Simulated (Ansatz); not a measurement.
BClGeH4In+: where a starting geometry ends

The starting geometry of this gas-phase singlet was optimised with GFN2-xTB.

```tsv
atom	x (Å)	y (Å)	z (Å)
B	-0.9667	-0.9818	3.4091
Cl	0.2174	-1.4363	2.0931
Ge	-0.5495	0.8620	2.4788
In	1.9110	-0.6548	0.0833
H	-2.0614	-1.3327	3.1933
H	-0.5128	-1.0306	4.4858
H	0.9551	1.3707	2.4064
H	-0.8048	1.0389	0.9247
```

Question: Predict what becomes of its bonds when it is optimised with r2SCAN-D4/def2-SVP.

Answer: A bond breaks, giving a structure with Cl2 bridging Ge3 and In4, given below by its coordinates. Contacts that open: B1–Cl2 (1.83 → 3.11 Å).

The energy falls by 0.76 eV over 31 steps:

```json
{"step": "1", "E − E(last) (eV)": "0.758"}
{"step": "4", "E − E(last) (eV)": "0.348"}
{"step": "8", "E − E(last) (eV)": "0.072"}
{"step": "11", "E − E(last) (eV)": "0.007"}
{"step": "14", "E − E(last) (eV)": "0.000"}
{"step": "18", "E − E(last) (eV)": "0.000"}
{"step": "21", "E − E(last) (eV)": "0.000"}
{"step": "24", "E − E(last) (eV)": "0.000"}
{"step": "28", "E − E(last) (eV)": "0.000"}
{"step": "31", "E − E(last) (eV)": "0.000"}
```

Final geometry (Å):

```xyz
8

B    -1.2981   -0.7198    3.7341
Cl    0.7850   -1.2205    1.4854
Ge   -0.4110    0.5559    2.3722
In    2.5933   -1.1407   -0.6182
H    -2.3237   -1.2642    3.4310
H    -0.7084   -0.9610    4.7511
H     0.7096    1.5161    2.7799
H    -1.1583    1.0697    1.1389
```

Frequencies at the end are all real (lowest 10 cm⁻¹). Atoms past krypton carry core potentials, without spin–orbit terms. Run with Ansatz 0.2.0, 55 s on 2 threads of Intel(R) Xeon(R) 6975P-C (Granite Rapids), with other jobs on the host.
